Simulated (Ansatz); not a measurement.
Ideal-gas functions of CH4AlNO, SMILES `C1[NH][AlH][O]1` at 298.15 K and 1 bar, from an Ansatz frequency run at PBE0-D4/def2-TZVP.

Molar mass 73.03 g/mol, point group Cs (symmetry number 1), electronic degeneracy 1, moments of inertia 43.927, 64.572, 105.271 u Å². Harmonic wavenumbers (cm⁻¹, unscaled): 247, 343, 485, 562, 596, 747, 908, 1000, 1013, 1115, 1175, 1206, 1370, 1537, 1998, 2988, 3021, 3705.

Use S(trans) = R[1.5 ln M + 2.5 ln T − 1.1517]; rotational temperatures θ = 24.2544 K / I; S(rot) = R[ln(√π/σ · √(T³/θAθBθC)) + 1.5]; for each mode x = 1.438777 ν̃/T, S = R[x/(eˣ − 1) − ln(1 − e⁻ˣ)] and H = RT x/(eˣ − 1); 1 cm⁻¹ = 0.0119627 kJ/mol; R = 8.31446 J/(mol·K).

Task: By hand: the entropy, in J/(mol·K).

Result: Translation 162.4. Rotation: θ = 0.5522, 0.3756, 0.2304 K, giving 100.9. Vibration, mode by mode: 7.33, 5.01, 2.92, 2.18, 1.91, 1.07, 0.57, 0.39, 0.37, 0.25, 0.19, 0.17, 0.09, 0.04, 0.01, 0.00, 0.00, 0.00, in all 22.5. Electronic 0.0. Sum 285.8 J/(mol·K).

Task: By hand: H − E and G − E in kJ/mol, counted from the electronic energy.

Result: Zero-point energy ½ × 24016 × 0.0119627 = 143.6; thermal vibration 4.5; translation, rotation and pV give 4 RT = 9.9. H − E = 158.0 kJ/mol, and G − E = 158.0 − 298.15 × 285.8/1000 = 72.8 kJ/mol.

Vibration gives 8 % of the entropy.
